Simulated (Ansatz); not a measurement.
## Which isomer of C2H5BeBr gives these data?

These gas-phase data were calculated for one isomer of C2H5BeBr at B3LYP-D3(BJ)/def2-SVP (harmonic, unscaled wavenumbers; equilibrium rotational constants with average atomic masses):

- rotational constants: 30.1, 1.809, 1.744 GHz
- all wavenumbers above 1500 cm⁻¹: 3159, 3092, 3042, 2999, 2187

Candidates:

(1) `[BeH][CH2]CBr`, a singlet
(2) `C[CH2][Be][Br]`, a singlet

Q: Assign the data to one candidate and say why.

A: Candidate (1). 4 modes lie between 2750 and 3290 cm⁻¹, one for each C–H bond, while (2) has 5.

The same quantities for all candidates:

```tsv
	rotational constants (GHz)	wavenumbers above 1500 cm⁻¹	E above the lowest, B3LYP-D3(BJ)/def2-SVP (kcal/mol)
(1)	30.1, 1.809, 1.744	3159, 3092, 3042, 2999, 2187	53.2
(2)	25.85, 1.341, 1.296	3096, 3088, 3023, 3017, 2987	0.0
```

Harmonic stretches to hydrogen usually lie a few per cent above observed fundamentals. Each candidate is one conformer. Programs: Ansatz 0.2.0.
